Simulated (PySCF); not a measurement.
Computed Raman spectrum (relative Raman activity) of a molecule C2H6AlBrO. Coordinates come from a B3LYP-D3(BJ)/def2-SVP optimisation. The values are those of a single conformer. Calculation: B3LYP-D3(BJ)/def2-SVP (PySCF). Frequencies are harmonic and unscaled.

```
ν (cm⁻¹)  relative intensity
--------  ------------------
364                      7.0
622                      7.3
1179                     2.6
1218                     3.1
1426                      13
1476                      30
1482                     5.5
2987                     100
3027                      85
3062                      51
3067                      81
3112                      56
3131                      67
```

### Question
Pick the molecule that these values belong to.
A) CC[O][AlH][Br]
B) C[CH2][Al]([OH])[Br]
C) C[O][Al]([CH3])[Br]

### Answer
C, C[O][Al]([CH3])[Br]
